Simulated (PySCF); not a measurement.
## Nuclear quadrupole coupling in `C[P@@H](=O)C1=CCCC1`

C6H11OP.
Geometry (GFN2-xTB, Å), atoms numbered from 1 in this order:
```xyz
19
C6H11OP angstrom
C      2.7144    0.3548   -0.6829
P      1.7016   -0.9923    0.0230
O      2.2574   -1.5869    1.2393
C      0.0343   -0.3459    0.1871
C     -0.6362   -0.3649    1.3348
C     -1.9880    0.2613    1.2024
C     -2.1737    0.3870   -0.3208
C     -0.7560    0.3047   -0.9134
H      2.2842    0.7498   -1.5976
H      2.7895    1.1408    0.0681
H      3.7104   -0.0391   -0.8778
H      1.5987   -1.8876   -1.0461
H     -0.2587   -0.7614    2.2616
H     -2.7683   -0.3394    1.6705
H     -1.9886    1.2406    1.6899
H     -2.7694   -0.4511   -0.6835
H     -2.6821    1.3079   -0.6000
H     -0.3535    1.2999   -1.1220
H     -0.7258   -0.2692   -1.8402
```

Field gradients from the PBE0/pcSseg-1 density (PySCF, non-relativistic), principal values in atomic units, ordered |Vxx| ≤ |Vyy| ≤ |Vzz|:

```csv
atom,Vxx,Vyy,Vzz
O3,-0.4006,-0.4669,0.8676
```

Problem. Find the asymmetry η = (Vxx − Vyy)/Vzz and the couplings χ = eQV/h (234.96 MHz × Q in barn × V in au), with Q(17O) = −0.0256 b.

Solution. 
| atom | environment | nucleus | η | χzz (MHz) | χxx (MHz) | χyy (MHz) |
| --- | --- | --- | --- | --- | --- | --- |
| O3 | phosphoryl oxygen | 17O | 0.08 | -5.22 | 2.41 | 2.81 |

The tensor is traceless: Vxx + Vyy + Vzz = 0.

Problem. What is Vzz at O3 in SI units (1 au = 9.71736 × 10²¹ V/m²)?

Solution. 0.8676 au = 8.430 × 10²¹ V/m².

Problem. And the gradient at the other heavy atoms, for which no coupling is worked out here?

Solution. 
```csv
atom,environment,Vzz (au),η
C1,sp3 carbon bound to phosphorus,0.036,0.52
P2,phosphoryl phosphorus,-0.346,0.06
C4,fully substituted alkene carbon,0.223,0.82
C5,alkene CH carbon,0.386,0.38
C6,allylic carbon,0.070,0.36
C7,ring CH2 carbon,0.097,0.75
C8,allylic carbon,0.084,0.28
```

Problem. What couplings would deuterons (Q(2H) = 0.00286 b) have in place of the hydrogens, at this geometry?

Solution. 
```tsv
atom	bonded to	bond length (Å)	Vzz (au)	η	χzz (kHz)
H9	C1	1.085	0.3215	0.01	216
H10	C1	1.090	0.3118	0.01	210
H11	C1	1.089	0.3139	0.01	211
H12	P2	1.398	0.1850	0.01	124
H13	C5	1.076	0.3314	0.02	223
H14	C6	1.090	0.3081	0.02	207
H15	C6	1.094	0.3024	0.02	203
H16	C7	1.090	0.3065	0.02	206
H17	C7	1.088	0.3121	0.01	210
H18	C8	1.094	0.3024	0.02	203
H19	C8	1.090	0.3078	0.02	207
```

Isolated species at its GFN2-xTB geometry (one conformer only). GFN2-xTB bond lengths can be off by several hundredths of an ångström, more for odd bonds, and the gradients follow them. With so small a basis the couplings can be 20 % off.
